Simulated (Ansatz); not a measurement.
Relaxation of C₂H₅F₃Ga (11 atoms, charge 0, multiplicity 2), to a largest force component of 0.03 eV/Å in at most 50 steps.

Theory: UKS PBE/def2-SVP in Ansatz 0.2.0.

```xyz
11
Properties=species:S:1:pos:R:3
Ga 0.082 0.002 -0.398
H 0.018 0.000 2.371
H 1.436 -0.003 -1.288
C -1.743 0.003 -1.220
H -2.277 -0.916 -0.899
H -2.318 0.866 -0.824
H -1.724 0.049 -2.328
C 0.017 0.000 3.488
F -0.666 -1.063 3.957
F 1.277 -0.060 3.956
F -0.562 1.121 3.958
```

Q: Where does it end, and by what steps?

A: The forces met the threshold. After 3 steps the energy has fallen by 0.015 eV; F10 moved furthest, 0.21 Å.

```csv
step,energy less start (eV),largest force component (eV/Å),accepted
0,0.0000,0.190,yes
1,-0.0127,0.079,yes
2,-0.0142,0.034,yes
3,-0.0146,0.010,yes
```

```xyz
11
Properties=species:S:1:pos:R:3
Ga 0.052 0.001 -0.557
H 0.079 0.002 2.559
H 1.384 -0.008 -1.473
C -1.785 0.003 -1.362
H -2.318 -0.923 -1.065
H -2.367 0.863 -0.974
H -1.731 0.059 -2.468
C 0.062 0.001 3.677
F -0.628 -1.060 4.134
F 1.315 -0.060 4.164
F -0.524 1.122 4.137
```

Whether the end is a true minimum wasn't checked by a vibrational analysis.

Run time: 11 s on 4 threads of Arm Neoverse V1, with other jobs on the host, peak memory 0.21 GiB.
